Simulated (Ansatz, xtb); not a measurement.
## C3H6Ge: 6 structures ranked

6 gas-phase structures of C3H6Ge, from a drawn sample of its isomers (lower ones may exist). Each was relaxed with GFN2-xTB:

A. `[GeH3][C]1=CC1`, a singlet
B. `[GeH3][CH]1C=C1`, a singlet
C. `CC#[C][GeH3]`, a singlet
D. `C#[C][GeH2][CH3]`, a singlet
E. `C#C[CH2][GeH3]`, a singlet
F. `C=C=[CH][GeH3]`, a singlet

Estimate their order in r2SCAN-D4/def2-SVP//GFN2-xTB energy at these geometries, lowest first.

Calculated order at r2SCAN-D4/def2-SVP//GFN2-xTB: C (0.0), D (1.6), F (2.8), E (9.3), A (22.0), B (28.7) kcal/mol. CCSD(T)/def2-SVP + ΔMP2/def2-TZVPP after further relaxation puts D lowest instead.

Energies above the lowest of each column, in kcal/mol; the last columns are at r2SCAN-D4/def2-SVP geometries and were run for some of them only (a dash: not run or not comparable):

| structure | GFN2-xTB | HF/STO-3G | r2SCAN-D4/def2-SVP//GFN2-xTB | r2SCAN-D4/def2-SVP | CCSD(T)/def2-SVP + ΔMP2/def2-TZVPP |
| --- | --- | --- | --- | --- | --- |
| C | 0.0 | 0.0 | 0.0 | 0.0 | 2.6 |
| D | 10.9 | 1.1 | 1.6 | 1.9 | 0.0 |
| F | 9.2 | 24.8 | 2.8 | 2.6 | 8.8 |
| E | 8.2 | 16.0 | 9.3 | 8.8 | 11.1 |
| A | 23.9 | 32.7 | 22.0 | – | – |
| B | 28.9 | 46.6 | 28.7 | – | – |

CCSD(T)/def2-SVP + ΔMP2/def2-TZVPP puts D lowest of those it was run on; GFN2-xTB picks C, HF/STO-3G picks C, r2SCAN-D4/def2-SVP//GFN2-xTB picks C, r2SCAN-D4/def2-SVP picks C. CCSD(T)/def2-SVP + ΔMP2/def2-TZVPP orders those it was run on as D (0.0), C (2.6), F (8.8), E (11.1) kcal/mol. C keeps a small imaginary mode. Frequencies (r2SCAN-D4/def2-SVP) were run for C, D, E, F alone. The ΔMP2 step shifts differences by up to 3.5 kcal/mol, which makes them less sure. ΔMP2 is the change of the MP2 energy from the smaller to the larger basis.

Over these structures GFN2-xTB departs from r2SCAN-D4/def2-SVP//GFN2-xTB by 3.4 kcal/mol on average once a common shift is removed. A GFN2-xTB relaxation took about 0.11 s and the r2SCAN-D4/def2-SVP//GFN2-xTB energy about 1.8 s on a shared host (Ansatz 0.2.0, xtb 6.7.1).
